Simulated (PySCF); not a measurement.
C4H6F2, SMILES F[C@H]1C[C@@H](F)C1. Atoms are numbered in the order given.

```xyz
12

F      0.0000    -2.1430    -0.4527
C      0.0000    -1.0563     0.3728
C     -1.0766     0.0000     0.1119
C      0.0000     1.0563     0.3728
F      0.0000     2.1430    -0.4527
C      1.0766     0.0000     0.1119
H      0.0000    -1.4198     1.4139
H     -1.9967     0.0000     0.7120
H     -1.3267     0.0000    -0.9597
H      0.0000     1.4198     1.4139
H      1.3267     0.0000    -0.9597
H      1.9967     0.0000     0.7120
```

The structure is a stationary point at PBE0-D3(BJ)/def2-SVP. The structure was generated by enumeration; whether it is a known compound was not checked.

The numbers are results of PBE0/def2-TZVP (PySCF), not measurements.

The molecule is in vacuum.

```json
{
 "total_energy": "-355.46056 hartree",
 "point_group": "C2v",
 "highest_occupied_level": "-8.98 eV",
 "lowest_empty_level": "1.04 eV",
 "orbital_gap": "10.02 eV",
 "dipole_moment": "1.73 D",
 "quadrupole, principal values (traceless, Buckingham form, about the centre of nuclear charge)": "-10.05, 4.89, 5.16 D·Å",
 "mean_static_polarisability": "46.1 bohr³ (6.83 Å³)",
 "polarisability_principal_values": "43.3, 47.3, 47.6 bohr³"
}
```
